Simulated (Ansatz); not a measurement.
The Cd atom from Hartree–Fock to CCSD(T)

The species carries charge 0 and has multiplicity 1. Correlated methods include outer-core shells of Cd, which these sets cover unevenly. Cd takes the def2 core potential. A free atom. All electrons outside any core potential correlated, restricted reference, the Gaussian-basis code of Ansatz.

| basis | HF (Eh) | MP2 corr. |
| --- | --- | --- |
| def2-SVP | -166.84661 | -0.36362 |
| def2-TZVPP | -166.88392 | -0.70962 |
| def2-QZVPP | -166.88491 | -0.79343 |

**Question.** Estimate the CCSD correlation energy and the (T) correction in each basis where they were run (hartree).

**Answer.** 
| basis | CCSD corr. | (T) |
| --- | --- | --- |
| def2-SVP | -0.35186 | -0.00842 |
| def2-TZVPP | -0.67791 | -0.01936 |
| def2-QZVPP | -0.75690 | -0.02590 |
